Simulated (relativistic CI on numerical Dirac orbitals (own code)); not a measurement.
**Re⁵⁺: q coefficients and field-shift factors**

Calculated at this level of theory: Dirac-Coulomb-Breit CI, separate exchange-only KLI orbitals for each configuration, valence Slater integrals scaled by 0.85, P86 correlation energy added to each configuration, derivatives by finite differences, QED left out (own radial code, finite nucleus).

Configurations in the expansion (outside the closed core [Kr] 4d10 4f14 5s2): 5p⁶5d², 5p⁶5d6s, 5p⁶5d5f, 5p⁶5d6p, 5p⁶6s², 5p⁵5d³, 5p⁶5f², 5p⁶6s6p. Levels of other configurations are missing.

With x = (α/α₀)² − 1 an excitation energy changes as ω = ω₀ + qx; K = 2q/ω₀ is the relative enhancement. Terms are leading LS components, so labels can repeat. The field-shift factor is F = δν/δ⟨r²⟩ for the transition from the lowest level.

Lowest level 5p⁶5d² ³F2.

```tsv
Level	ω₀ (cm⁻¹)	q (cm⁻¹)	K	F (GHz/fm²)
5p⁶5d² ³F3	7488.6	7770	2.08	0.722
5p⁶5d² ³F4	13698.8	11970	1.75	1.21
5p⁶5d² ³P0	14244.8	2094	0.294	0.383
5p⁶5d² ¹D2	16111.6	6767	0.84	1.62
5p⁶5d² ³P1	18511.9	7673	0.829	0.925
5p⁶5d² ¹G4	25818.8	11890	0.921	1.45
5p⁶5d² ³P2	26468.5	15410	1.16	2.51
5p⁶5d² ¹S0	48684.2	12350	0.507	3.09
5p⁶5d6s ³D1	97594.4	-44850	-0.919	80.5
5p⁶5d6s ³D2	99619.7	-43560	-0.875	79.8
5p⁶5d6s ³D3	107347.9	-36020	-0.671	81.7
5p⁶5d6s ¹D2	114115.2	-33570	-0.588	75.8
5p⁶5d6p ³F°2	166567.2	-34700	-0.417	15
5p⁶5d6p ³D°1	170318.4	-32200	-0.378	14.9
5p⁶5d6p ³D°2	178434.9	-23870	-0.268	15.7
5p⁶5d6p ³F°3	179239.6	-23510	-0.262	15.5
5p⁶5d6p ³D°2	184509.7	-11740	-0.127	11.7
5p⁶5d6p ³D°3	188454.5	-10660	-0.113	11.9
5p⁶5d6p ³P°1	189142.8	-13050	-0.138	12.1
5p⁶5d6p ³P°0	190874.3	-12100	-0.127	11.7
5p⁶5d6p ³F°4	195916.3	-2865	-0.0292	12.7
5p⁶5d6p ³P°2	197204.3	-3829	-0.0388	12.7
5p⁶5d6p ¹F°3	198913.4	-4261	-0.0428	12.6
```

At this charge configurations can still be misplaced by up to about 7 % of their energy. Levels and lines within the n = 5 or 6 shells can be off by up to 10 % or somewhat more, and those that change n by about 2 %, since core polarisation is missing. Levels that differ in their count of f electrons can be misplaced by several ten thousand cm⁻¹, since the correlation energy of f electrons is missing or only estimated; rates across such gaps can be off by orders of magnitude.
